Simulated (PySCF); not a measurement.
C4H7ClSi. Atoms are numbered in the order given.

```xyz
13

C     -0.7954    -2.7899     0.0000
C     -0.3598    -1.6531     0.0000
Si     0.3344     0.0477     0.0000
C      1.3263     0.3262    -1.5593
C      1.3263     0.3262     1.5593
Cl    -1.2747     1.3867     0.0000
H     -1.1855    -3.7916     0.0000
H      0.7003     0.1690    -2.4508
H      2.1743    -0.3766    -1.6023
H      1.7205     1.3542    -1.5880
H      1.7205     1.3542     1.5880
H      2.1743    -0.3766     1.6023
H      0.7003     0.1690     2.4508
```

The structure is a stationary point at B3LYP-D3(BJ)/def2-SVP.

Method: PBE0/pcSseg-1 in PySCF.

GIAO shieldings, no solvent; atoms alike by connectivity are averaged. δ = σ(ref) − σ: ¹³C against TMS (σ = 186.3 ppm); ²⁹Si against TMS (σ = 352.7 ppm); ³⁵Cl against HCl (σ = 945.9 ppm); ¹H against TMS (σ = 31.56 ppm), references at their B3LYP-D3(BJ)/def2-TZVP geometries, non-relativistic (without spin–orbit terms, shifts of atoms bonded to Cl or Br come out too high).

| nucleus | atoms | count | δ (ppm) |
|---|---|---|---|
| ¹³C | C1 | 1 | 106.0 |
| ¹³C | C2 | 1 | 91.0 |
| ¹³C | C4, C5 | 2 | 7.0 |
| ²⁹Si | Si3 | 1 | 9.6 |
| ³⁵Cl | Cl6 | 1 | 30.4 |
| ¹H | H7 | 1 | 2.74 |
| ¹H | H8, H9, H10, H11, H12, H13 | 6 | 0.79 |
